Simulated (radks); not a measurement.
Results of a calculation; reference values are marked as such.
Valence configurations of neutral platinum (all share [Xe]). Level of theory: Dirac Kohn-Sham, LDA (Slater exchange, Perdew-Wang correlation), spin-unpolarised, spherical densities, point nucleus; open shells are shared between the two j in proportion to 2j + 1 (a radial shooting solver on a logarithmic mesh with Libxc functionals). Energies are relative to 4f14 5d9 6s1; eigenvalues in eV.

valence               E (eV)  e(4f5/2)  e(4f7/2)  e(5d3/2)  e(5d5/2)  e(6p1/2)
4f14 5d9 6s1           0.000   -72.233   -68.775    -7.217    -5.879         -
4f14 5d9 6p1           5.132   -74.184   -70.726    -9.121    -7.756    -2.503
4f14 5d8.5 6s1 6p0.5   2.977   -74.607   -71.149    -9.141    -7.747    -2.192
4f14 5d9.5 6s0.5      -0.100   -70.970   -67.512    -6.342    -5.045         -
4f14 5d10              0.024   -69.801   -66.344    -5.529    -4.273         -
4f13 5d10 6s1         68.781   -83.081   -79.507    -8.145    -6.661         -
4f13 5d9 6s1 6p1      76.365   -88.107   -84.533   -12.204   -10.607    -2.858
4f13.5 5d9 6s1 6p0.5  36.367   -80.063   -76.547    -9.684    -8.216    -2.176
4f13.5 5d9.5 6s1      33.148   -77.606   -74.090    -7.679    -6.267         -
4f14 5d8.5 6s1.5       0.345   -73.585   -70.127    -8.151    -6.769         -

NIST lists [Xe] 4f14 5d9 6s1 as the ground configuration; this level of theory puts 4f14 5d9.5 6s0.5 lower, by 0.100 eV. The energies are those of spherical spin-averaged densities, not of single terms.
